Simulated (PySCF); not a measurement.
## Correlation energy of Cu (copper, neutral)

[Ar] 3d10 4s1, 2S determinant. Calculation: PySCF 2.14, in 6-31G*; the non-relativistic Hamiltonian (point nucleus). Frozen: [Ar]; 11 electrons correlated.

MP2 pair energies summed by pair of shells (mhartree):

```json
{"pair": "3d-3d", "energy": "-243.51", "share (%)": "95.5"}
{"pair": "3d-4s", "energy": "-11.57", "share (%)": "4.5"}
```

Total MP2 correlation energy: -255.07 mhartree.

Same-spin part -93.42 and opposite-spin part -161.66 mhartree; SCS-MP2 scales them by 1/3 and 6/5 to -225.13 mhartree.

```tsv
level	correlation energy (mhartree)
CCSD	-227.61
(T)	-7.29
CCSD(T)	-234.90
```

Diagnostics: T1 = 0.0091, D1 = 0.0342, largest double amplitude 0.032.

Q: Is a single reference adequate?

A: Yes: T1 lies below 0.03 and no double amplitude reaches 0.07.
